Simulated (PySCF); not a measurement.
## Static response to an electric field

Species: C6H11N3.
SMILES with atom numbers: `[CH3:1][CH2:2][c:3]1[n:4][n:5][c:6]([CH3:7])[n:8]1[CH3:9]` (hydrogens: H10, H11, H12 on C1; H13, H14 on C2; H15, H16, H17 on C7; H18, H19, H20 on C9)

Geometry (PBE0-D3(BJ)/def2-SVP, Å), atoms numbered from 1 in this order:
```
atom  x, y, z in Å
C1    -2.4133    0.5194    1.4721
C2    -1.6979    0.2564    0.1489
C3    -0.2787    0.7041    0.1354
N4     0.1699    1.7844   -0.4517
N5     1.5020    1.8779   -0.2087
C6     1.8519    0.8532    0.5254
C7     3.2201    0.5582    1.0140
N8     0.7556    0.0689    0.7751
C9     0.7195   -1.1426    1.5501
H10   -2.3994    1.5932    1.7093
H11   -3.4628    0.1932    1.4234
H12   -1.9380   -0.0133    2.3110
H13   -1.7624   -0.8137   -0.1155
H14   -2.1917    0.8092   -0.6627
H15    3.2608    0.4879    2.1128
H16    3.8780    1.3742    0.6909
H17    3.6108   -0.3865    0.6012
H18    1.5671   -1.7913    1.2865
H19   -0.2073   -1.6897    1.3370
H20    0.7605   -0.9339    2.6313
```

Level: wB97X-D/def2-SVPD (PySCF), static field, nuclei fixed, core orbitals frozen in the response. The polarisability tensor in these axes (au):

```
x   110.88   2.29   2.81
y     2.29  84.72 -11.40
z     2.81 -11.40  76.90
```

Question: Give the principal values, the mean and the anisotropy Δα = √{½[(α1 − α2)² + (α2 − α3)² + (α1 − α3)²]}.

Answer: Principal values 68.44, 92.86 and 111.19 au; mean 90.83 au = 13.46 Å³ = 14.98 × 10⁻⁴⁰ C²·m²/J; Δα = 37.15 au (41 % of the mean).

Question: What is the dipole moment, and where does it point?

Answer: (-0.35, -5.12, 3.33) D, 6.12 D in size, pointing from the negative to the positive side. Measured along this direction, the outermost atoms are N5 and N4 at the negative end and H20, H19 and H18 at the positive end.

Question: Refractivity n − 1 of an ideal gas of it at 298.15 K and 1 atm, from the electronic α?

Answer: N = p/kT = 2.4615 × 10¹⁹ cm⁻³, so n − 1 = 2π × N × 13.46 × 10⁻²⁴ cm³ = 2082 × 10⁻⁶ at long wavelengths, for an ideal gas.

Question: Find the Langevin capture rate constant for NH4+ (18.034 u) meeting this molecule (125.095 u), k = 2.342 × 10⁻⁹ cm³/s × √(α in Å³ / reduced mass in u).

Answer: The reduced mass is 15.76 u, so k = 2.16 × 10⁻⁹ cm³/s. The formula leaves out the permanent dipole, which adds to the capture rate.

Question: Traceless (Buckingham) quadrupole moment about the centre of nuclear charge: eigenvalues?

Answer: -11.57, 0.71, 10.86 D·Å. The values depend on the origin, since the dipole doesn't vanish. The electronic extent ⟨r²⟩ about the same centre is 1268 bohr², a root-mean-square distance of 2.29 Å for the 68 electrons.

Question: Along which axes do the principal values lie, and how far do the nuclei extend along each?

Answer: Largest value along (1.00, 0.06, 0.06), where the nuclei span 7.34 Å; middle along (-0.01, 0.81, -0.58), 4.01 Å; least along (-0.09, 0.58, 0.81), 2.93 Å. The response follows the extents in order.

Question: Orientational against electronic polarisability at 350 K (dilute gas, rigid molecules)?

Answer: In Gaussian units μ²/3kT = 258.02 Å³ against 13.46 Å³, a ratio of 19.17; the Debye molar polarisation (4π/3)N_A(α + μ²/3kT) is 684.8 cm³/mol, leaving out the vibrational part.

One conformer (not necessarily the lowest) at the PBE0-D3(BJ)/def2-SVP geometry, without solvent, vibrations or thermal averaging.
